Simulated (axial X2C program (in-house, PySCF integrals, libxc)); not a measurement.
SbH: cheaper levels and CCSD(T), two-component

Calculated with an in-house all-electron X2C program for linear molecules (integrals from PySCF). Two-component (2c) means X2C with spin–orbit coupling and atomic mean-field two-electron Coulomb and Gaunt terms. Basis: Sb dyall-cv3z [11s12p8d4f1g], H dyall-v3z [6s2p1d] (cores contracted in-house); Gaussian nuclei, density fitting, unrestricted open shells. Masses: Sb 120.904 u, H 1.008 u.

State: Ω = 1 (⟨Sz⟩ = 1.00, ⟨Lz⟩ = 0.00 at HF); fragments Sb + H.

```
level  Re (Å)  ωe (cm⁻¹)  De (eV)
 PBE0   1.717     1927.9     2.52
   HF   1.705     2018.4     1.59
  MP2   1.698     1982.3     2.21
 CCSD   1.708     1953.6     2.48
 PW91   1.732     1854.5     2.60
```

Correlated methods: 16 electrons correlated (number of frozen shells: Sb 4 s, 3 p, 1 d; H none), 190 virtual spin orbitals or spinors in MP2, 110 natural virtuals in coupled cluster.

CCSD(T), same Hamiltonian and basis:

Re = 1.712 Å, ωe = 1920.0 cm⁻¹, De = 2.50 eV; T1 = 0.013 (Lee–Taylor normalisation).

(1) Give the differences from CCSD(T) in the columns below.

The state is one determinant whose occupation by symmetry is held fixed; it was picked as the lowest of a PBE0 search that is not exhaustive. De is counted from the lowest determinant-based energies of the atoms at the same level, without counterpoise correction. Density functionals use the spin component along the axis (collinear). Coupled cluster ran in a truncated set of natural virtual spinors; the MP2 energy of the rest was added. (T) has no such correction and the atoms are truncated less, which lowers De at CCSD(T) by a hundredth of an eV or more. Other states lie close and PBE0, whose exact exchange favours high spin, may order them wrongly; the determinant shown need not be the ground state. The nearest other 2c determinant of the search, Ω = 0, lies 0.48 eV up at the distance of the search. With several unpaired electrons one determinant need not be a pure state. Open-shell Ω = 0 determinants with evenly filled partner blocks cannot be reached by this program, so the Ω shown need not be the lowest component. This is the Ω = 1 component of a π² triplet; the 0⁺ component is not one determinant and can lie lowest.

Results:

(1) 

```json
{"level": "PBE0", "ΔRe (Å)": "0.005", "Δωe (cm⁻¹)": "8", "ΔDe (eV)": "0.02"}
{"level": "HF", "ΔRe (Å)": "-0.007", "Δωe (cm⁻¹)": "98", "ΔDe (eV)": "-0.91"}
{"level": "MP2", "ΔRe (Å)": "-0.014", "Δωe (cm⁻¹)": "62", "ΔDe (eV)": "-0.29"}
{"level": "CCSD", "ΔRe (Å)": "-0.004", "Δωe (cm⁻¹)": "34", "ΔDe (eV)": "-0.02"}
{"level": "PW91", "ΔRe (Å)": "0.020", "Δωe (cm⁻¹)": "-66", "ΔDe (eV)": "0.10"}
```
